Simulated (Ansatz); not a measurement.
`C[Si](C)(F)S` and `C[Si](C)(F)[SeH]` differ in one atom or group.

Ansatz, PBE0-D4/def2-TZVP geometries, multiplicity 1. Each molecule was computed in one conformer, which needn't be the lowest.

Scalar relativity is left out up to krypton.

```
                                        property  `C[Si](C)(F)S`
              LUMO energy (PBE0/def2-TZVPP) / eV            0.30
size of the dipole moment (B3LYP/def2-TZVPP) / D            2.68
  zero-point energy (PBE0-D4/def2-TZVP) / kJ/mol           226.6
           HOMO–LUMO gap (B3LYP/def2-TZVPP) / eV            7.13
             HOMO energy (B3LYP/def2-TZVPP) / eV           -7.13
               LUMO energy (PBE/def2-TZVPP) / eV           -0.60
```

(1) What does the change do to each property? (Estimate.)

Results:

(1) Computed: 
```csv
property,`C[Si](C)(F)[SeH]`,shift
LUMO energy (PBE0/def2-TZVPP) / eV,0.04,-0.26
size of the dipole moment (B3LYP/def2-TZVPP) / D,2.54,-0.14
zero-point energy (PBE0-D4/def2-TZVP) / kJ/mol,223.3,-3.3
HOMO–LUMO gap (B3LYP/def2-TZVPP) / eV,6.49,-0.64
HOMO energy (B3LYP/def2-TZVPP) / eV,-6.72,0.41
LUMO energy (PBE/def2-TZVPP) / eV,-0.83,-0.23
```

With PBE0 the HOMO rises by 0.42 eV and the LUMO falls by 0.26 eV, so the gap narrows by about 0.68 eV. PBE moves the HOMO by 0.34 eV and ωB97M-V by 0.45 eV. Dipoles are sizes alone; their direction can turn.

B3LYP here is the variant with VWN-RPA as its local correlation; programs differ in this.

Spin–orbit coupling is left out; it splits and shifts lone-pair levels of the heavy atoms by tenths of an eV.
